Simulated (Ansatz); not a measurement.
C2H7Ge, SMILES `[CH2][CH2][GeH3]` radical, relaxed with UKS PBE0-D4/def2-TZVP in Ansatz from a PBE-D4/def2-SVP geometry. The force threshold is 0.005 eV/Å; the program also tests the step.

Charge 0, multiplicity 2.

Start:

```xyz
10

C     0.243   -1.550    0.188
C    -0.204   -0.442   -0.672
Ge   -0.045    1.326    0.277
H    -0.451   -2.032    0.894
H     1.313   -1.797    0.276
H    -1.271   -0.525   -0.968
H     0.406   -0.333   -1.593
H     1.438    1.556    0.676
H    -0.915    1.302    1.562
H    -0.514    2.496   -0.640
```

| step | energy (eV) | largest force (eV/Å) | largest move (Å) |
| --- | --- | --- | --- |
| 1 | -58695.5850 | 0.589 | 0.000 |
| 2 | -58695.6160 | 0.153 | 0.030 |
| 3 | -58695.6182 | 0.031 | 0.012 |
| 4 | -58695.6183 | 0.012 | 0.005 |
| 5 | -58695.6184 | 0.002 | 0.007 |

End:

```xyz
10

C     0.242   -1.530    0.190
C    -0.202   -0.431   -0.671
Ge   -0.044    1.311    0.275
H    -0.438   -1.989    0.896
H     1.290   -1.792    0.258
H    -1.251   -0.525   -0.963
H     0.401   -0.339   -1.578
H     1.423    1.542    0.676
H    -0.912    1.282    1.545
H    -0.510    2.471   -0.630
```

It took 17 s on 4 threads of a server CPU on a shared host, with 0.48 GiB of host memory at the peak.
